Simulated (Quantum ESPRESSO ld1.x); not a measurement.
The numbers below are computed, except where a source is named.
Task: The aim is neutral holmium in [Xe] 4f11 6s2. This ld1.x (Quantum ESPRESSO 7.5) run was made with `OMP_NUM_THREADS=1 ld1.x < ld1.in > ld1.out`. Can the result be used? Name any fault.

```
 &input
    zed=67.0,
    iswitch=1,
    rel=2,
    dft='PBE',
    config='[Xe] 4f11 6s2 6s2',
    verbosity='high',
    lsmall=.true.,
    prefix='ld1',
    max_out_wfc=37,
    file_charge='ld1.rho',
 /
```

Output (excerpt):

```
     Program LD1 v.7.5 starts

 %%%%%%%%%%%%%%%%%%%%%%%%%%%%%%%%%%%%%%%%%%%%%%%%%%%%%%%%%%%%%%%%%%%%%%%%%%%%%%
     Error in routine el_config (13):
     occupation wrong
 %%%%%%%%%%%%%%%%%%%%%%%%%%%%%%%%%%%%%%%%%%%%%%%%%%%%%%%%%%%%%%%%%%%%%%%%%%%%%%

     stopping ...
```

Result: No (refused). The line at issue: config='[Xe] 4f11 6s2 6s2'. The program stops in el_config with "occupation wrong": a shell may stand twice only as spin up and down (lsd = 1) or as its two j (rel = 2, l > 0), within their capacities. The sound input gives -12628.51 hartree.
